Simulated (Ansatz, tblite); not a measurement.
Forces on the cluster Si7 at its r2SCAN-D4/def2-SVP geometry. Total charge 0; singlet.

The xTB rows come from tblite. The restricted singlet is unstable towards broken spin symmetry in Hartree–Fock (as tested in another run); at PBE-D4/def2-TZVP this wasn't settled. Another isomer (singlet) lies 2.86 eV lower at PBE0-D4/def2-TZVP; other spin states weren't run for this one.

GFN1-xTB (tblite), largest force 1.39 eV/Å:

```xyz
7
positions Å, forces eV/Å
Si    0.891    0.142   -0.378   -0.418   -0.239   -1.307
Si   -1.543   -0.463    0.433   -0.115    0.425    0.550
Si   -2.400   -1.543   -1.338   -0.455   -0.379   -0.420
Si   -0.827    0.065   -1.960    0.212   -0.062   -0.386
Si    1.515    0.659    1.815   -0.242    0.584    0.833
Si    2.959   -0.436    0.396    0.932   -0.252    0.050
Si   -0.595    1.576    1.032    0.086   -0.078    0.681
```

GFN2-xTB (tblite), largest force 2.30 eV/Å:

```
Si 0.552 -0.170 -2.226
Si -1.044 0.450 0.956
Si 0.441 0.392 0.209
Si 0.474 -0.240 -0.335
Si 0.028 0.375 0.300
Si -0.344 0.128 0.424
Si -0.106 -0.935 0.673
```

PBE-D4/def2-TZVP (Ansatz), largest force 0.17 eV/Å:

```
Si 0.046 -0.054 -0.057
Si -0.032 -0.023 0.163
Si -0.009 -0.062 -0.029
Si -0.010 0.115 -0.069
Si -0.079 0.024 0.080
Si 0.049 -0.017 -0.024
Si 0.036 0.016 -0.063
```
